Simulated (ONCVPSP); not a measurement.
# Configuration tests for thallium (ONCV)

ONCVPSP 4.0.1 input, shortened (lines: element, Z, core and valence counts, functional; n l f; lmax; l rc ep ncon nbas qcut; lloc lpopt rc5 dvloc0; l nproj debl; icmod fcfact rcfact), PBE, scalar-relativistic:

```
  Tl 81.00   10    5        4      upf
    1    0    2.00
    2    0    2.00
    2    1    6.00
    3    0    2.00
    3    1    6.00
    3    2   10.00
    4    0    2.00
    4    1    6.00
    4    2   10.00
    4    3   14.00
    5    0    2.00
    5    1    6.00
    5    2   10.00
    6    0    2.00
    6    1    0.50
    3
    0    1.55    0.00    3    7    8.60
    1    1.70    0.00    5   10   10.10
    2    2.05    0.00    4    8    8.40
    3    1.70    0.12    4    9    7.50
    4    5    0.95   -1.00
    0    3    1.80
    1    2    3.50
    2    2    1.30
    3    1    2.70
    2    0.70    0.80
```

Energies are relative to the spin-unpolarised reference configuration 5s2 5p6 5d10 6s2 6p0.5; without spin polarisation the order of configurations can differ from experiment.

```csv
valence configuration,charge,ΔE all-electron (eV),error AE − PS (meV)
5s2 5p6 5d10 6s2 6p0,+1,3.314,-1.5
5s2 5p6 5d9 6s0 6p0,+4,106.023,-47
```

(1) What are ΔE and the potential's error for 5s2 5p6 5d10 6s2 6p1?

(2) What are ΔE and the potential's error for 5s2 5p6 5d10 6s1 6p0?

Levels in the configuration 5s2 5p6 5d10 6s1 6p0:

```json
{"level": "5s", "all-electron (eV)": "-148.892", "pseudo (eV)": "-148.964"}
{"level": "5p", "all-electron (eV)": "-94.005", "pseudo (eV)": "-94.027"}
{"level": "5d", "all-electron (eV)": "-33.158", "pseudo (eV)": "-33.157"}
{"level": "6s", "all-electron (eV)": "-25.373", "pseudo (eV)": "-25.379"}
```

Results:

(1) ΔE = -1.853 eV all-electron; the error (AE − PS) is +0.8 meV.

(2) ΔE = 24.094 eV all-electron; the error (AE − PS) is -12 meV.
